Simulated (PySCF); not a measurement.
A structure optimised at B3LYP-D3(BJ)/def2-SVP, used in a PySCF frequency run:

```
Si
N 1 1.7971
C 2 1.2909 1 101.57
H 3 1.1072 2 119.68 1 -180.00
Si 3 1.9406 4 129.56 2 -180.00
H 5 1.4923 3 115.78 4 -64.96
H 5 1.4923 6 109.35 3 -132.96
Cl 1 2.0656 2 111.61 3 -119.09
Cl 1 2.0656 2 111.61 3 119.09
```
Charge 0, spin multiplicity 1.

Question: Write its SMILES, formula and point group.

Answer: Cl[Si]1(Cl)N=C[SiH2]1, CH₃Cl₂NSi₂, Cs

Question: What are its rotational constants (standard atomic weights)?

Answer: 1.8085, 1.2629, 0.96063 GHz
